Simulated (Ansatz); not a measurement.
`[Cl][InH][GeH3]` + H₂O → `[OH][InH][Cl]` + GeH₄ at 400 K and 1 bar (formal hydrolysis of the In–Ge bond).

Gas-phase electronic energies from Ansatz, PBE0-D4/def2-TZVP geometries. CCSD(T)/CBS adds triple-zeta CCSD(T) − MP2 to the extrapolated MP2 energy (def2 sets, frozen cores). This one scheme is used for every species. Elements past krypton have def2 core potentials. For Ge, In outer-core shells are correlated without core-valence functions, which leaves a few kJ/mol of doubt a bond. Scalar relativity is left out up to krypton. Each species was taken in one conformer, which may not be the lowest.

```csv
species,CCSD(T)/CBS energy (Eh),H − E (kJ/mol),S (J/(mol·K))
`[Cl][InH][GeH3]`,-2728.15341,109.4,399.8
H₂O,-76.37941,69.8,198.6
`[OH][InH][Cl]`,-726.02900,77.0,336.5
GeH₄,-2078.49493,93.6,231.8
```

H − E and S are ideal-gas, rigid-rotor, harmonic terms from PBE0-D4/def2-TZVP, for one conformer and one mirror image of each species. 1 Eh = 2625.50 kJ/mol, R = 8.31446 J/(mol·K).

**Question.** By hand: ΔE, ΔH, ΔS and ΔG.

**Answer.** ΔE = (-726.02900) + (-2078.49493) − (-2728.15341) − (-76.37941) = 0.00889 Eh = 23.3 kJ/mol. Δ(H − E) = 77.0 + 93.6 − 109.4 − 69.8 = -8.6, so ΔH = 14.7 kJ/mol. ΔS = 336.5 + 231.8 − 399.8 − 198.6 = -30.1 J/(mol·K). ΔG = 14.7 − 400 × (-30.1)/1000 = 26.7 kJ/mol.

**Question.** By hand: the equilibrium constant, and the temperature at which ΔG would vanish if ΔH and ΔS stayed fixed.

**Answer.** log₁₀ K = −ΔG/(RT ln 10) = -3.5. ΔH and −TΔS have one sign here, so there is no such temperature.

TΔS isn't small against ΔH here. A doubt of 5 kJ/mol in ΔE shifts log₁₀ K by 0.7 here. Other conformers and mirror images would add mixing entropy, several J/(mol·K) or more a flexible species. Modes under 60 cm⁻¹, often nearly free rotors, make the harmonic entropy too high. These are equilibria of isolated gas molecules and say nothing of rates. Largest T1 diagnostic: 0.015 (customary marks: 0.02 for closed shells, 0.045 for open ones).
